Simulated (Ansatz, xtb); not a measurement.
**C6H7B: which of two isomers lies lower**

Structure a is `C=CC1=CC=CB1`, a singlet and structure b is `C=CC1=CBC=C1`, a singlet. Both are isolated molecules in the gas phase, relaxed with B3LYP-D3(BJ)/def2-SVP; the shapes shown needn't be the lowest conformers.

a (Å):

| atom | x (Å) | y (Å) | z (Å) |
| --- | --- | --- | --- |
| C | -0.5107 | 1.4457 | -1.8484 |
| C | -0.1991 | 0.4419 | -1.0049 |
| C | -0.7523 | 0.2753 | 0.3226 |
| C | -0.4495 | -0.7299 | 1.1840 |
| C | -1.2030 | -0.5991 | 2.4729 |
| C | -2.0146 | 0.4859 | 2.4943 |
| B | -1.8226 | 1.1861 | 1.1048 |
| H | -1.2272 | 2.2224 | -1.5680 |
| H | -0.0578 | 1.5165 | -2.8402 |
| H | 0.5264 | -0.3143 | -1.3332 |
| H | 0.2516 | -1.5490 | 0.9939 |
| H | -1.0802 | -1.3255 | 3.2839 |
| H | -2.6436 | 0.7505 | 3.3453 |
| H | -2.3545 | 2.1878 | 0.7005 |

b (Å):

```yaml
atoms:
  - { symbol: C, position_ang: [0.0447, 0.4398, -1.7955] }
  - { symbol: C, position_ang: [0.2502, 0.0314, -0.5282] }
  - { symbol: C, position_ang: [-0.6560, 0.2467, 0.5819] }
  - { symbol: C, position_ang: [-0.4642, -0.1559, 1.8691] }
  - { symbol: C, position_ang: [-2.6401, 1.0465, 1.6224] }
  - { symbol: C, position_ang: [-1.9880, 0.9787, 0.4473] }
  - { symbol: B, position_ang: [-1.7178, 0.3128, 2.6855] }
  - { symbol: H, position_ang: [-0.8546, 0.9844, -2.0924] }
  - { symbol: H, position_ang: [0.7790, 0.2387, -2.5793] }
  - { symbol: H, position_ang: [1.1714, -0.5107, -0.2877] }
  - { symbol: H, position_ang: [0.4288, -0.6991, 2.1843] }
  - { symbol: H, position_ang: [-1.9365, 0.1543, 3.8598] }
  - { symbol: H, position_ang: [-3.6116, 1.5300, 1.7405] }
  - { symbol: H, position_ang: [-2.3337, 1.3841, -0.5075] }
```

Task: Which of the two would you expect CCSD(T)/def2-SVP + ΔMP2/def2-TZVPP electronic energies to favour?

Result: Too close to call at this level: CCSD(T)/def2-SVP + ΔMP2/def2-TZVPP gives E(b) − E(a) = −1.79 kcal/mol.

How the difference moves with the method:

| level | geometry | E(b) − E(a) (kcal/mol) | departure from the last row (kcal/mol) | job, with rough time for the two |
| --- | --- | --- | --- | --- |
| GFN2-xTB | GFN2-xTB | −0.76 | +1.03 | optimisation, 0.15 s |
| HF/STO-3G | GFN2-xTB | −1.30 | +0.49 | single point, 0.54 s |
| r2SCAN-D4/def2-SVP | GFN2-xTB | −1.58 | +0.22 | single point, 3.6 s |
| B3LYP-D3(BJ)/def2-SVP | B3LYP-D3(BJ)/def2-SVP | −1.49 | +0.31 | optimisation, 32 s |
| HF/def2-SVP | B3LYP-D3(BJ)/def2-SVP | −1.35 | +0.44 | part of the CCSD(T) run |
| MP2/def2-SVP | B3LYP-D3(BJ)/def2-SVP | −1.67 | +0.12 | part of the CCSD(T) run |
| CCSD(T)/def2-SVP | B3LYP-D3(BJ)/def2-SVP | −1.57 | +0.22 | single point |
| CCSD(T)/def2-SVP + ΔMP2/def2-TZVPP | B3LYP-D3(BJ)/def2-SVP | −1.79 |  | single point, 49 s |

As drawn, both hold the same kinds of bond in the same numbers.

The largest departure from CCSD(T)/def2-SVP + ΔMP2/def2-TZVPP is that of GFN2-xTB, 1.03 kcal/mol. The last row adds to CCSD(T) the change of the MP2 difference between the two basis sets, here −0.22 kcal/mol.

With thermal terms from frequencies at re-optimised GFN2-xTB minima (ideal gas, soft modes damped towards free rotors, one conformer each, 298.15 K, 1 atm): on the last row, ΔE + ΔZPE = −1.59, ΔH = −1.63, ΔG = −1.55 kcal/mol.

The correlated steps freeze 7 core orbitals. Codes used: Ansatz 0.2.0, xtb 6.7.1; the last row on 2 threads of Intel(R) Xeon(R) 6975P-C (Granite Rapids) on a shared host.
